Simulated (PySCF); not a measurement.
BClH₂OS, SMILES OB(S)Cl. Atoms are numbered in the order given.

```xyz
6

B      0.3719     0.0088     0.0000
Cl    -0.5587     1.5302     0.0000
O      1.7212     0.0208     0.0000
H      2.0992     0.9106     0.0000
S     -0.5489    -1.5498     0.0000
H      0.5517    -2.3379     0.0000
```
Charge 0, spin multiplicity 1.

Geometry optimised at B3LYP-D3(BJ)/def2-SVP. The values are those of a single conformer.

Computed with B3LYP/pcJ-1 (PySCF).

Isotropic couplings with Fermi-contact, spin-dipole and both spin-orbit terms, one fixed conformer, no vibrational averaging. Isotopes: 11B, 1H.

Computed spin–spin coupling constants:
```json
[
 {"pair": "B1–H4", "bonds apart": "2", "J (Hz)": "-4.9"},
 {"pair": "B1–H6", "bonds apart": "2", "J (Hz)": "-5.2"},
 {"pair": "H4–H6", "bonds apart": "4", "J (Hz)": "1.3"}
]
```
